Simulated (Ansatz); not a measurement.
Worked example: GeH2(CH3)F + BH2F → GeH2F2 + BH2(CH3)

Species: GeH2(CH3)F, singlet; BH2F `BF`, singlet; GeH2F2 (difluorogermane) `[F][GeH2][F]`, singlet; BH2(CH3), singlet. The partners trade CH3 for F: Ge–CH3 and B–F bonds give way to Ge–F and B–CH3.

Shapes, held fixed at every level: PBE0-D4/def2-TZVP. Programs: Ansatz 0.2.0. The zero-point and thermal change to 298 K, harmonic and unscaled (PBE0-D4/def2-TZVP), is -2.8 kJ/mol.

At CCSD(T)/def2-TZVPP; 1 Eh = 2625.50 kJ/mol:

```
   species   energy (Eh)
GeH2(CH3)F  -2216.425991
      BH2F   -125.759518
    GeH2F2  -2276.361072
  BH2(CH3)    -65.797563
```

Problem. Work out ΔH(298 K) of the reaction at this level.

Solution. 
1. Products less reactants: (-2276.361072) + (-65.797563) − [(-2216.425991) + (-125.759518)] = 0.026874 Eh = +70.6 kJ/mol.
2. With the thermal change: +70.6 + (-2.8) = +67.8 kJ/mol.

Other levels give +60.3 (r2SCAN-D4/def2-TZVPP) to +64.2 kJ/mol (B3LYP-D4/def2-TZVPP). No measured value is set beside it here. Relativity is left out for Ge. Outer-core shells of Ge are correlated, in sets that cover them unevenly. CCSD(T)/def2-TZVPP lies outside the range of all other levels here, so it shouldn't be taken on trust.
